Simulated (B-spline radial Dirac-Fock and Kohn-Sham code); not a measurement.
**Ce⁴³⁺: scattering cross sections and density moments**

System: Ce⁴³⁺, configuration 1s2 2s2 2p6 3s2 3p3.

Model: Dirac-Fock densities. Program: a radial atomic solver.

```
Sum of ⟨r⟩                          : 2.038 bohr
Sum of ⟨r²⟩                         : 0.4394 bohr²
Sum of ⟨1/r⟩                        : 271.27 per bohr
Langevin diamagnetic susceptibility : -0.348 × 10⁻⁶ cm³/mol
Lamb shielding (α²/3)Σ⟨1/r⟩         : 4815 ppm
```

Coherent scattering is the Thomson cross section weighted by f₀², without anomalous dispersion; incoherent scattering is Klein-Nishina weighted by S. The Lamb formula is the non-relativistic shielding expression. Electron correlation is left out. A dash stands where the photon energy is too low for the impulse approximation behind that column.

```csv
hν (keV),coherent (b),incoherent (b),incoherent per electron (b)
1,149.5,–,–
2,148.8,–,–
17.4793,105.1,1.690,0.113
20,96.60,1.995,0.133
30,69.42,2.969,0.198
50,40.53,4.136,0.276
200,4.833,5.197,0.346
1000,0.2356,3.108,0.207
```

Incoherent scattering overtakes coherent scattering between 50 and 200 keV.

Values without a named source are computed, but for edge energies of neutral atoms, which are taken from tables.
